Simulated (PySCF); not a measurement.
**Ionisation energy of Ni²⁺ by level of theory**

Ni²⁺ [Ar] 3d8 (3F) → Ni³⁺ [Ar] 3d7 (4F), as a difference of total energies. All numbers are calculated (PySCF 2.14, scalar relativity by spin-free X2C-1e, in x2c-TZVPPall (6s5p4d2f1g, 64 functions)). Correlated levels: valence and next inner shell: [Ne] frozen. The calculations carry no spin-orbit coupling.

```
                                method  ionisation energy (eV)  plus first-order spin-orbit estimate  error of that sum (eV)
                                   UHF                  32.601                                32.588                  -2.599
    MP2 (valence and next inner shell)                  35.371                                35.358                  +0.171
SCS-MP2 (valence and next inner shell)                  35.135                                35.123                  -0.064
   CCSD (valence and next inner shell)                  34.751                                34.738                  -0.449
CCSD(T) (valence and next inner shell)                  34.831                                34.818                  -0.369
```

Reference: 35.187 ± 0.019 eV (measured; NIST Atomic Spectra Database, ionization energies).

A first-order spin-orbit estimate (lowest level to lowest level, LS coupling) adds -0.013 eV.

Errors of the correlated levels include the incompleteness of this basis and the frozen core.
